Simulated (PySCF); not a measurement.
# C₆ coefficients of unlike pairs at PBEsol

Calculated with PySCF 2.14 from the dipole response of each species, C₆(A,B) = (3/π) ∫ α_A(iu) α_B(iu) du, in atomic units, from isotropic polarisabilities. For ions this is the dispersion term alone; charge-induced terms of lower order in 1/R come first.

| species | configuration | basis | relativity | α (bohr³) | C₆ (like pair) |
| --- | --- | --- | --- | --- | --- |
| Mn⁺ | [Ar] 3d5 4s1 (7S) | aug-cc-pVTZ with one added diffuse shell each of s, p, d, f, g type (9s8p6d4f3g) | none | 28.54 | 149.4 |
| Cu³⁺ | [Ar] 3d8 (3F) | def2-TZVPPD (6s6p4d2f1g) | none | 1.339 | 2.807 |
| Zn³⁺ | [Ar] 3d9 (2D) | x2c-TZVPPall with one added diffuse shell each of s, p, d, f type (7s6p5d3f1g) | spin-free X2C | 1.599 | 3.630 |

Problem. Estimate C₆ for Zn³⁺ with Mn⁺.

Solution. The integral gives 16.91. The combination rule 2 C_A C_B / (C_A α_B/α_A + C_B α_A/α_B) gives 14.83 and the geometric mean 23.29.

No spin-orbit coupling is included.

The other pairs:

| pair | C₆ |
| --- | --- |
| Cu³⁺, Mn⁺ | 14.34 |
| Zn³⁺, Cu³⁺ | 3.183 |
